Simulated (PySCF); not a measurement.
# Correlation energy of Sc²⁺ (scandium, charge +2)

[Ar] 3d1, 2D determinant. Computed with PySCF 2.14 in def2-TZVPPD (6s6p4d2f1g, 67 functions), with no relativity, point nucleus. Frozen: [Ne]; 9 electrons correlated.

```
  level  correlation energy (mhartree)
   CCSD                        -200.15
    (T)                          -3.24
CCSD(T)                        -203.39
```

Diagnostics: T1 = 0.0052, D1 = 0.0199, largest double amplitude 0.031.

Cost of the coupled-cluster step: roughly 9 core-seconds, for 9 correlated electrons.

This basis was not built for core-valence correlation, so the inner-shell part is incomplete.
